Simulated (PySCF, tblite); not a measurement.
One entry of a table of gas-phase calculations, keyed by method. Lists by class give the value and the number of equivalent atoms.

```json
{
 "formula": "C4H13NSSi",
 "smiles": "CCCN(C)[SiH2]S",
 "inchi": "InChI=1S/C4H13NSSi/c1-3-4-5(2)7-6/h6H,3-4,7H2,1-2H3",
 "charge": 0,
 "multiplicity": 1,
 "geometry_level": "GFN2-xTB",
 "atoms_angstrom": [
  ["C", 2.608, 0.968, 0.051],
  ["C", 1.428, 0.071, -0.297],
  ["C", 0.308, 0.195, 0.74],
  ["N", -0.894, -0.533, 0.397],
  ["C", -0.801, -1.961, 0.565],
  ["Si", -2.09, 0.091, -0.649],
  ["S", -2.002, 2.227, -0.425],
  ["H", 3.011, 0.709, 1.028],
  ["H", 3.399, 0.86, -0.688],
  ["H", 2.297, 2.01, 0.074],
  ["H", 1.762, -0.967, -0.355],
  ["H", 1.026, 0.353, -1.273],
  ["H", 0.044, 1.249, 0.85],
  ["H", 0.664, -0.165, 1.712],
  ["H", -0.429, -2.192, 1.566],
  ["H", -1.787, -2.404, 0.447],
  ["H", -0.132, -2.425, -0.167],
  ["H", -1.935, -0.17, -2.086],
  ["H", -3.392, -0.374, -0.18],
  ["H", -3.088, 2.468, -1.139]
 ],
 "electronic_structure_code": "PySCF",
 "results": {
  "GFN2-xTB geometry": {
   "point_group": "C1",
   "rotational_constants_GHz": [2.023, 1.183, 0.818]
  },
  "PBE0/pcSseg-1 ground state and GIAO shieldings, non-relativistic": {
   "dipole_D": 1.76,
   "homo_eV": -6.45,
   "lumo_eV": 0.52,
   "shift_vs_computed_TMS_C_by_class_ppm": [
    [56.9, 1],
    [38.0, 1],
    [24.6, 1],
    [12.9, 1]
   ],
   "shift_vs_computed_TMS_H_by_class_ppm": [
    [5.46, 2],
    [2.74, 2],
    [2.72, 3],
    [1.5, 2],
    [0.93, 3],
    [-0.33, 1]
   ],
   "shielding_other_nuclei_by_class_ppm": [
    ["N", 243.5, 1],
    ["Si", 375.1, 1],
    ["S", 767.9, 1]
   ],
   "charges_hirshfeld_e_by_atom": [-0.12, -0.07, -0.02, -0.17, -0.07, 0.34, -0.15, 0.04, 0.04, 0.04, 0.03, 0.03, 0.03, 0.04, 0.04, 0.05, 0.03, -0.09, -0.09, 0.06]
  },
  "GFN2-xTB harmonic vibrations, gas phase": {
   "strongest_ir_bands_cm-1_km_per_mol_modes": [
    [718.0, 165.8, 1],
    [770.8, 263.1, 1],
    [814.3, 201.3, 1],
    [2192.3, 315.5, 1],
    [2279.8, 209.8, 1],
    [2485.7, 123.9, 1]
   ],
   "zpe_kcal_per_mol": 102.2
  }
 }
}
```

The dipole matches unit charges of opposite sign 0.37 Å apart (1 e·Å = 4.8032 D). With B = h/(8π²I), that is 505.379 GHz u Å² over I, the principal moments of inertia are 249.8, 427.2 and 618.0 u Å² (most abundant isotopes). The zero-point energy, half the sum of the 54 harmonic wavenumbers, equals 35750 cm⁻¹ or 428 kJ/mol.

One conformer (not necessarily the lowest) at the GFN2-xTB geometry, without solvent or vibrations. NMR classes are plain means over equivalent atoms (diastereotopic ones count apart unless rotation or inversion swaps them), as if these changed places fast; in this geometry the members of some classes differ.

Shape of the structure used: `[CH3:1][CH2:2][CH2:3][N:4]([CH3:5])[SiH2:6][SH:7]`: C1–C2–C3–N4 174°, C2–C3–N4–C5 75°, C3–N4–Si6–S7 -29°, H–S7–Si6–N4 -172°.
